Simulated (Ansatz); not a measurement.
A nudged elastic band was laid between two geometries of BClFH3O (7 atoms, charge 0, multiplicity 1).

The calculation used RKS B3LYP/def2-SVP in Ansatz 0.2.0.

```yaml
movable_images: 7
climbing_image: yes
spring: 5.0 eV/Å²
optimiser: quadratic models (default)
start_path: through a guess of the saddle point
force_threshold: 0.05 eV/Å
iteration_limit: 60
end_points: relaxed
```

First end point:

```xyz
7
Properties=species:S:1:pos:R:3
B 0.012 -0.030 0.087
F -0.122 0.514 1.325
H 1.064 0.117 -0.479
Cl -1.493 0.115 -0.972
O -0.040 -1.714 0.462
H -0.909 -2.007 0.129
H -0.073 -1.783 1.432
```

Last end point:

```xyz
7
Properties=species:S:1:pos:R:3
B -0.067 -0.439 -0.529
F 0.014 -0.133 2.386
H 0.966 0.163 -0.556
Cl -1.479 0.158 -1.403
O -0.130 -1.608 0.157
H -0.992 -2.048 0.092
H 0.127 -0.879 1.836
```

Question: Which bonds break or form, and what moves?

Answer: Bonds broken: B1–F2, O5–H7. Bonds formed: F2–H7. BClFH3O becomes BClH2O + FH.

Question: Give the energies along the band, and the barrier.

Answer: The run converged. The highest image is number 3 of 0 to 8, 0.99 eV above the first end and 0.64 eV above the last; the last end lies 0.35 eV above the first. A vibrational analysis at the climbing image gives one clearly imaginary mode, 961i cm⁻¹: a first-order saddle point. The orbitals stay closed-shell, which can raise the energy where a bond breaks towards radicals; this wasn't checked here.

```
image  path coordinate (Å)  energy (eV)  B1–F2 (Å)  O5–H7 (Å)  F2–H7 (Å)
    0                 0.00         0.00       1.36       0.97       2.30
    1                 0.34         0.08       1.38       0.98       1.90
    2                 0.69         0.49       1.47       1.04       1.47
    3                 1.03         0.99       1.66       1.29       1.12
    4                 1.32         0.75       1.93       1.55       0.98
    5                 1.61         0.51       2.26       1.75       0.94
    6                 1.90         0.39       2.56       1.87       0.94
    7                 2.19         0.36       2.78       1.88       0.93
    8                 2.48         0.35       2.93       1.85       0.93
```

Question: What is the geometry of the highest image?

Answer: 
```xyz
7
Properties=species:S:1:pos:R:3
B -0.009 -0.290 -0.077
F -0.118 0.069 1.545
H 1.043 0.137 -0.454
Cl -1.513 0.222 -0.914
O -0.012 -1.720 0.347
H -0.837 -2.163 0.094
H -0.114 -1.042 1.441
```

Question: What are the harmonic wavenumbers there?

Answer: 961i, 256, 341, 500, 640, 725, 781, 939, 984, 1136, 1174, 1225, 2017, 2696, 3788 cm⁻¹.

Time of the run: 4.2 min on 1 thread of Arm Neoverse V1, with other jobs on the host, peak memory 0.17 GiB.
